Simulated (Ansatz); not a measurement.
C$_{3}$H$_{5}$B, SMILES `CC1=CB1`, relaxed with RKS PBE0-D4/def2-TZVP in the Gaussian-basis code of Ansatz from a PBE-D4/def2-SVP geometry. The force threshold is 0.005 eV/Å; the program also tests the step.

Total charge 0; spin multiplicity 1.

Start:

```xyz
9

C     1.095    0.276   -0.722
C    -0.144   -0.065    0.018
C    -0.725    0.083    1.248
B    -1.503   -0.647    0.219
H     1.842    0.817   -0.105
H     1.563   -0.646   -1.128
H     0.845    0.899   -1.607
H    -0.495    0.531    2.227
H    -2.478   -1.248   -0.152
```

Q: How much energy does the relaxation release, and in how many steps? (An estimate is asked.)

A: The calculation gave: 4.61 kJ/mol, in 3 steps.

Q: Which bonds change most? (Best estimate.)

A: Computed: B4–H9 from 1.204 to 1.183 Å; C2–B4 from 1.492 to 1.472 Å; C3–H8 from 1.102 to 1.082 Å; C3–B4 from 1.482 to 1.463 Å.

Q: Give the relaxed structure. (An estimate is asked.)

A: Computed: 
```xyz
9

C     1.085    0.273   -0.717
C    -0.147   -0.066    0.018
C    -0.716    0.080    1.232
B    -1.488   -0.641    0.219
H     1.814    0.807   -0.103
H     1.548   -0.636   -1.109
H     0.838    0.889   -1.587
H    -0.485    0.522    2.192
H    -2.448   -1.229   -0.145
```
